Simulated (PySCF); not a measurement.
# Magnetic susceptibility: SMILES C=CC/C=C\C#N, C6H7N

Geometry (Å), atoms numbered from 1 in this order:
```xyz
14

C     2.470    0.318    0.492
C     1.417   -0.072   -0.199
C     0.072   -0.368    0.403
C    -0.917    0.652   -0.058
C    -1.981    0.393   -0.818
C    -2.311   -0.901   -1.266
N    -2.591   -1.948   -1.642
H     2.434    0.436    1.563
H     3.416    0.526    0.022
H     1.471   -0.184   -1.274
H    -0.255   -1.368    0.104
H     0.148   -0.328    1.493
H    -0.711    1.671    0.243
H    -2.662    1.173   -1.134
```

Level of theory: GIAO B3LYP/pcSseg-1 magnetisability, rotational g tensor and spin-rotation constants, non-relativistic, gas phase (PySCF 2.14.0). Geometry: GFN2-xTB.

Task: What are the magnetisability and the molar susceptibility?

Result: Isotropic -945 × 10⁻³⁰ J/T², or -56.9 × 10⁻⁶ cm³/mol; principal values -1014, -954, -866 × 10⁻³⁰ J/T², anisotropy 128 × 10⁻³⁰ J/T² (root of half the summed squared differences of the principal values). The susceptibility is in cgs units.

Task: Split it along the inertial axes a, b, c into diamagnetic and paramagnetic parts about the centre of mass, with the quadrupole moment.

Result: 
| axis | χ (10⁻⁶ cm³/mol) | diamagnetic (10⁻⁶ cm³/mol) | paramagnetic (10⁻⁶ cm³/mol) | summed x² of all electrons (Å²) | quadrupole Θ (D Å) |
| --- | --- | --- | --- | --- | --- |
| a | -53.9 | -257.1 | 203.2 | 217.9 | -6.49 |
| b | -60.0 | -1004.9 | 944.8 | 41.7 | +2.06 |
| c | -56.7 | -1101.2 | 1044.5 | 19.0 | +4.43 |

Anisotropies 2χaa − χbb − χcc = +9.0 and 2χbb − χaa − χcc = -9.5 × 10⁻⁶ cm³/mol. Θ is traceless in Buckingham's convention.

Task: And the rotational g tensor?

Result: 
```
axis  rotational constant (GHz)        g  nuclear part  electronic part
   a                     7.2478  -0.0731        0.6190          -0.6920
   b                     1.2808  -0.0122        0.5563          -0.5685
   c                     1.1580  -0.0136        0.5546          -0.5682
```
Asymmetric top; isotopes 12C, 1H, 14N; no vibrational averaging.
